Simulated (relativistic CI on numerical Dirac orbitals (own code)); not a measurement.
Computed by Dirac-Coulomb-Breit CI, separate exchange-only KLI orbitals for each configuration, model QED (radiative potential, 1s self-energy scaled to tabulated hydrogen-like ionisation energies), unscaled Slater integrals (own radial code, finite nucleus).

The strongest absorption lines from the ground level of an ion, among the configurations computed and to levels below about 2950 eV (vacuum wavelength in nm, gf): 0.42242 (0.05), 0.42429 (0.03), 0.48693 (0.11), 0.49130 (0.067), 0.68082 (0.35), 0.69807 (0.24), 5.6678 (0.44), 11.455 (0.1).

Task: Which ion is it?
A. In³⁸⁺
B. La⁴⁸⁺
C. La⁴⁶⁺
D. La⁴⁴⁺

Result: C. La⁴⁶⁺ has 11 electrons and the ground level 3s ²S1/2; the strongest line goes to 3p ²P°3/2. The pattern of lines fixes the number of electrons, and along that sequence the line energies rise steadily with the charge (about as its square where n changes within one kind of shell, about linearly where n is kept but much faster in heavy ions where fine structure, which grows about as Z⁴, sets the gap, and irregularly where shells cross), which fixes Z. Configurations outside the model, such as inner-shell arrays, can give stronger lines. At this charge energies of transitions that change n are usually good to better than 1 %, and those within a shell (Δn = 0) to a few per cent.
